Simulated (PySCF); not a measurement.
Atom-mapped SMILES (the numbers label the heavy atoms): `[CH2:1]=[CH:2][B:3]([CH:4]=[CH2:5])[CH:6]=[CH2:7]`. Each H is labelled by its parent atom. Ha(C1), Ha(C5), Ha(C7) are cis to B3; Hb(C1), Hb(C5), Hb(C7) are trans to B3.

Geometry: PBE0-D3(BJ)/def2-SVP; GIAO absolute shieldings from PySCF 2.14.0 with density-fitted response routines, gas phase, non-relativistic, averaged over equivalent atoms.

At PBE0/def2-SVP (143 basis functions, 20 s wall time on 1 thread of an Arm Neoverse V1, shared host):
```json
{"atoms": "C1/C5/C7", "σ (ppm)": "51.6"}
{"atoms": "C2/C4/C6", "σ (ppm)": "51.6"}
{"atoms": "B3", "σ (ppm)": "57.2"}
{"atoms": "H(C2)/H(C4)/H(C6)", "σ (ppm)": "24.28"}
{"atoms": "Ha(C1)/Ha(C5)/Ha(C7)", "σ (ppm)": "24.88"}
{"atoms": "Hb(C1)/Hb(C5)/Hb(C7)", "σ (ppm)": "24.98"}
```

Estimate the result of repeating the calculation with PBE0/def2-TZVP.

Answers


| atoms | σ at PBE0/def2-TZVP | change |
| --- | --- | --- |
| C1/C5/C7 | 37.6 | -14.0 |
| C2/C4/C6 | 36.7 | -14.9 |
| B3 | 49.6 | -7.6 |
| H(C2)/H(C4)/H(C6) | 24.28 | +0.00 |
| Ha(C1)/Ha(C5)/Ha(C7) | 24.84 | -0.04 |
| Hb(C1)/Hb(C5)/Hb(C7) | 24.91 | -0.07 |

The largest change is at C2/C4/C6 (alkene CH). Cost: 271 basis functions, 66 s wall time on 1 thread of an Arm Neoverse V1, shared host.

A carbon bonded to boron is broadened by the quadrupolar boron nucleus and is often missing from a measured spectrum.
